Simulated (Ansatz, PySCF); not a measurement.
diboron tetrafluoride (B2F4), SMILES FB(F)B(F)F.

Geometry optimised at PBE0-D3(BJ)/def2-SVP. Other conformers were not sampled.

Vertical ionisation energy (IE) and electron affinity (EA) in eV. Rows of orbital energies are one-electron estimates. Where ΔSCF, EOM or ADC give a negative EA the extra electron is unbound and the value depends on the basis.

| level | IE | EA |
|---|---|---|
| −ε(HOMO), −ε(LUMO), ωB97X/def2-TZVP (PySCF) | 12.54 | -1.47 |
| −ε(HOMO), −ε(LUMO), PBE/def2-TZVP (PySCF) | 8.32 | 1.89 |
| ΔSCF, CAM-B3LYP/def2-SVPD (Ansatz), final states of multiplicity 2 and 2 | 13.15 | -1.16 |
| ΔSCF, PBE/def2-SVPD (Ansatz), final states of multiplicity 2 and 2 | 12.25 | -1.04 |

Task: What vertical singlet–triplet gap does ΔSCF give with CAM-B3LYP/def2-SVPD (Ansatz, an electronic-structure program) and with PBE/def2-SVPD (Ansatz)? (Estimate from the structure and the level; the computed values follow.)

Result: 6.55 and 5.83 eV (triplet above singlet where positive).
